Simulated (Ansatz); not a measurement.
Cost and result for the atomization energy of C₃H₉F₃OSiSn (`C[O][Sn]([CH3])([CH3])[Si](F)(F)F`) (18 atoms, 17 bonds).

```xyz
18

C     2.4588    0.6368   -0.1347
O     1.1997    1.2529   -0.1933
Sn   -0.4392    0.1993    0.1255
C    -0.2602   -0.7399    2.0368
C    -1.9834    1.6521   -0.0300
Si   -0.4944   -1.5531   -1.7657
F     0.8785   -2.3355   -1.9032
F    -1.6136   -2.6520   -1.5209
F    -0.7960   -0.9184   -3.1860
H     2.6725    0.2030    0.8528
H     2.5775   -0.1598   -0.8831
H     3.2233    1.3940   -0.3338
H     0.6092   -1.3969    2.0522
H    -1.1528   -1.3297    2.2485
H    -0.1456    0.0259    2.8045
H    -2.9624    1.1843    0.0752
H    -1.9198    2.1416   -1.0011
H    -1.8521    2.3953    0.7564
```

Charge 0, multiplicity 1. Correlated methods include outer-core shells of Sn, which these sets cover unevenly. Sn takes the def2 core potential. The structure was optimised at the PBE0-D4/def2-TZVP level. It is one conformer, not always the lowest. Program: Ansatz. All runs use 6 threads of an AMD EPYC 7R13 on a shared host and a share of an NVIDIA H100 80 GB. Times are those of one run each, without the atoms' runs, and a repeat can differ threefold. Electronic energies, without spin–orbit coupling; frozen cores. CCSD(T)/CBS adds CCSD(T) − MP2 in def2-TZVPP to the MP2 limit, and its time is that of the two runs behind it. T1 = 0.013. With those shells the extrapolation isn't a true limit. B3LYP takes the VWN-RPA correlation (the form of Gaussian; ORCA's B3LYP/G). HSE06 is the plane-wave form, built on full-range PBE exchange.

CCSD(T)/CBS is a level of theory with its own doubt, some kJ/mol a heavy atom from the limit and from the frozen cores, so smaller differences don't rank the functionals.

```json
{"level": "revPBE-D4/def2-TZVPP", "functions": "435", "wall time": "2.3 s"}
{"level": "CCSD(T)/def2-SVP", "functions": "187", "wall time": "2.7 s"}
{"level": "B97M-V/def2-TZVPP", "functions": "435", "wall time": "4 s"}
{"level": "HSE06-D4/def2-TZVPP", "functions": "435", "wall time": "4.4 s"}
{"level": "B3LYP-D4/def2-TZVPP (with forces)", "functions": "435", "wall time": "4.4 s"}
{"level": "r2SCANh-D4/def2-TZVPP", "functions": "435", "wall time": "4.6 s"}
{"level": "MP2/def2-QZVPP", "functions": "821", "wall time": "5 s"}
{"level": "BLYP-D4/def2-TZVPP", "functions": "435", "wall time": "5.5 s"}
{"level": "CAM-B3LYP-D4/def2-TZVPP", "functions": "435", "wall time": "6 s"}
{"level": "PBE-D4/def2-TZVPP (with forces)", "functions": "435", "wall time": "7 s"}
{"level": "BHLYP-D4/def2-TZVPP", "functions": "435", "wall time": "10 s"}
{"level": "CCSD(T)/def2-TZVPP", "functions": "435", "wall time": "27 s"}
{"level": "CCSD(T)/CBS(def2)", "functions": "–", "wall time": "31 s"}
```

What atomization energy does each give, and how far from CCSD(T)/CBS? (Estimate.)

Ansatz gave: 
| level | atomization (kJ/mol) | difference from CCSD(T)/CBS | per bond |
| --- | --- | --- | --- |
| revPBE-D4/def2-TZVPP | 6873.3 | -133.3 | -7.8 |
| CCSD(T)/def2-SVP | 6505.6 | -501.0 | -29.5 |
| B97M-V/def2-TZVPP | 6973.3 | -33.3 | -2.0 |
| HSE06-D4/def2-TZVPP | 6932.4 | -74.2 | -4.4 |
| B3LYP-D4/def2-TZVPP (with forces) | 6928.9 | -77.7 | -4.6 |
| r2SCANh-D4/def2-TZVPP | 6919.9 | -86.7 | -5.1 |
| MP2/def2-QZVPP | 7071.5 | 64.9 | 3.8 |
| BLYP-D4/def2-TZVPP | 6928.5 | -78.1 | -4.6 |
| CAM-B3LYP-D4/def2-TZVPP | 6985.8 | -20.8 | -1.2 |
| PBE-D4/def2-TZVPP (with forces) | 7063.7 | 57.1 | 3.4 |
| BHLYP-D4/def2-TZVPP | 6729.0 | -277.6 | -16.3 |
| CCSD(T)/def2-TZVPP | 6810.4 | -196.2 | -11.5 |
| CCSD(T)/CBS(def2) | 7006.6 | 0.0 | 0.0 |

Leaving LDA and LC-ωPBE aside and taking each functional with its dispersion term where it has one, the values spread over 334.7 kJ/mol, from BHLYP-D4 to PBE-D4. LDA lies +935.5 kJ/mol from PBE without D4, its usual overbinding. In def2-TZVPP, CCSD(T) changes the Hartree–Fock value by +1702.4 kJ/mol (the triples alone add +103.6 kJ/mol) and MP2 by +1844.6 kJ/mol; breaking electron pairs costs correlation energy, which Hartree–Fock lacks. The D4 term adds +72.3 kJ/mol with B3LYP and +39.5 kJ/mol with PBE0; it sums over pairs of atoms, weighted by their polarisabilities, and B3LYP, whose exchange is more repulsive, gets the larger term.

Spin–orbit coupling would lower the free Sn atoms strongly, and the atomization energy with them, by more than many differences here. For some Ge, Se and Sn compounds the MP2-based and the directly extrapolated limit differ by 10 to 25 kJ/mol.
